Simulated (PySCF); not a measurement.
A structure optimised at PBE-D3(BJ)/def2-SVP, used in a PySCF frequency run:

```
O
C 1 1.3415
O 2 1.2181 1 125.76
H 2 1.1185 3 123.41 1 -179.81
Si 1 1.7305 2 122.77 4 -178.68
F 5 1.6260 1 104.36 2 98.57
O 5 1.6422 6 113.02 1 119.39
H 7 0.9884 5 109.16 6 -88.88
H 5 1.4792 6 108.69 1 -114.32
```

Task: Write its SMILES and formula.

Result: O=CO[Si@@H](O)F, CH3FO3Si

Task: What are its rotational constants (standard atomic weights)?

Result: 4.7867, 2.2794, 1.9064 GHz
